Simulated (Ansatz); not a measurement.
Ansatz (an electronic-structure program) job for Cl4Ti, SMILES [Cl][Ti]([Cl])([Cl])[Cl] (connectivity only; charge and spin as stated), charge -1, multiplicity 2, r2SCAN-D4/def2-SVPD. 

Ansatz 0.2 input:
```yaml
crystal:
  periodic: [false, false, false]
  atoms:
    - {symbol: Ti, position_ang: [-0.00000000, 0.00000000, 0.00000000]}
    - {symbol: Cl, position_ang: [1.27163305, 1.27163305, -1.27163305]}
    - {symbol: Cl, position_ang: [-1.27163305, 1.27163305, 1.27163305]}
    - {symbol: Cl, position_ang: [-1.27163305, -1.27163305, -1.27163305]}
    - {symbol: Cl, position_ang: [1.27163304, -1.27163304, 1.27163305]}
basis:
  gaussian:
    orbitals: def2-SVPD
hamiltonian:
  xc: r2scan
  dispersion: d4
total_charge: -1
magnetization: {spin_polarized: true, initial_magnetization: 1}
relax: {f_tol: 0.002, max_steps: 200}
```

Program output:

```
WARN ansatz: RAYON_NUM_THREADS=2 ignored (pool sized by the plan → 2); use --threads N
Functional definition: r2SCAN
integrals: 0.13 GiB planned
1480 factors; their error is unknown
mean field: 0.79 GiB planned
mean field evaluation 1: about -73194.4776 eV, gradient 5.9e0 eV
mean field evaluation 2: about -73194.5960 eV, gradient 4.3e0 eV
mean field evaluation 4: about -73194.6577 eV, gradient 2.3e0 eV
mean field evaluation 8: about -73194.6821 eV, gradient 4.2e-2 eV
mean field evaluation 16: about -73194.6405 eV, gradient 9.3e-4 eV
mean field evaluation 32: about -73194.6600 eV, gradient 2.1e-5 eV
mean field evaluation 64: about -73194.6405 eV, gradient 2.2e-2 eV
mean field evaluation 96: about -73193.9209 eV, gradient 2.2e-1 eV
mean field evaluation 128: about -73194.6516 eV, gradient 1.4e-1 eV
mean field evaluation 160: about -73194.6057 eV, gradient 3.0e0 eV
mean field -73194.66003749 eV, -2689.8541432554 hartree, gradient 6.9e-6 eV, S^2 0.754586; 14 other end points of the search recorded, 0 dependent functions left out
the calculation of the forces begins
reference -73194.66006783 eV, -2689.8541443701 hartree; 46, 45 occupied and 96, 97 virtual orbitals, 1480 factors
WARN: the results are in doubt because the forces break the atoms' symmetry
relax step   1: F+E_penalty+E_count = -73194.71697309 eV  Δ(F+E_penalty+E_count) = +0.000e0 eV  max|allowed force component| = 8.319e-1 eV/Å  Δτ_max = 0.0000 Å  (539 SCF iters, accepted)
these checks for a lower state are left out or cut short: starts, cluster_reference, orbital_swaps, neighbouring_geometries, increment
integrals: 0.13 GiB planned
1480 factors; their error is unknown
mean field: 0.79 GiB planned
mean field -73194.88887530 eV, -2689.8625528897 hartree, gradient 4.6e-6 eV, S^2 0.755801; 0 other end points of the search recorded, 0 dependent functions left out
the calculation of the forces begins
reference -73194.88890635 eV, -2689.8625540308 hartree; 46, 45 occupied and 96, 97 virtual orbitals, 1480 factors
relax step   2: F+E_penalty+E_count = -73194.94458670 eV  Δ(F+E_penalty+E_count) = -2.276e-1 eV  max|allowed force component| = 1.202e-1 eV/Å  Δτ_max = 0.0929 Å  (47 SCF iters, accepted)
these checks for a lower state are left out or cut short: starts, cluster_reference, orbital_swaps, neighbouring_geometries, increment
integrals: 0.12 GiB planned
1480 factors; their error is unknown
mean field: 0.78 GiB planned
mean field evaluation 192: about -73194.8947 eV, gradient 6.5e-6 eV
mean field -73194.89472937 eV, -2689.8627680228 hartree, gradient 6.5e-6 eV, S^2 0.756049; 0 other end points of the search recorded, 0 dependent functions left out
the calculation of the forces begins
reference -73194.89476053 eV, -2689.8627691680 hartree; 46, 45 occupied and 96, 97 virtual orbitals, 1480 factors
relax step   3: F+E_penalty+E_count = -73194.95021840 eV  Δ(F+E_penalty+E_count) = -5.632e-3 eV  max|allowed force component| = 7.229e-3 eV/Å  Δτ_max = 0.0314 Å  (47 SCF iters, accepted)
these checks for a lower state are left out or cut short: starts, cluster_reference, orbital_swaps, neighbouring_geometries, increment
integrals: 0.12 GiB planned
1480 factors; their error is unknown
mean field: 0.78 GiB planned
mean field -73194.89478898 eV, -2689.8627702135 hartree, gradient 1.3e-5 eV, S^2 0.756062; 0 other end points of the search recorded, 0 dependent functions left out
the calculation of the forces begins
reference -73194.89482015 eV, -2689.8627713590 hartree; 46, 45 occupied and 96, 97 virtual orbitals, 1480 factors
relax step   4: F+E_penalty+E_count = -73194.95026735 eV  Δ(F+E_penalty+E_count) = -4.895e-5 eV  max|allowed force component| = 4.725e-4 eV/Å  Δτ_max = 0.0043 Å  (38 SCF iters, accepted)
integrals: 0.12 GiB planned
1480 factors; their error is unknown
mean field: 0.78 GiB planned
mean field evaluation 224: about -73194.8948 eV, gradient 4.9e-5 eV
mean field evaluation 256: about -73194.8575 eV, gradient 8.7e-2 eV
mean field evaluation 288: about -73194.3418 eV, gradient 5.8e-1 eV
mean field evaluation 320: about -73194.3476 eV, gradient 5.3e0 eV
mean field -73194.89478898 eV, -2689.8627702135 hartree, gradient 1.3e-5 eV, S^2 0.756062; 12 other end points of the search recorded, 0 dependent functions left out
the calculation of the forces begins
reference -73194.89482015 eV, -2689.8627713590 hartree; 46, 45 occupied and 96, 97 virtual orbitals, 1480 factors
Total energy: -73194.95029852 eV, -2689.8648101512 hartree
Atom 0 at    -0.000000     0.000000     0.000000 Å, force     0.000000     0.000000    -0.000000 eV/Å
Atom 1 at     1.289743     1.289742    -1.387227 Å, force    -0.000472    -0.000472    -0.000042 eV/Å
Atom 2 at    -1.289743     1.289742     1.387227 Å, force     0.000472    -0.000472     0.000042 eV/Å
Atom 3 at    -1.289743    -1.289742    -1.387227 Å, force     0.000472     0.000472    -0.000042 eV/Å
Atom 4 at     1.289743    -1.289742     1.387227 Å, force    -0.000472     0.000472     0.000042 eV/Å
Dipole moment:     0.000000     0.000000    -0.000000 e Å
```

The run converged.

Cost: around 10 core-minutes (rough).
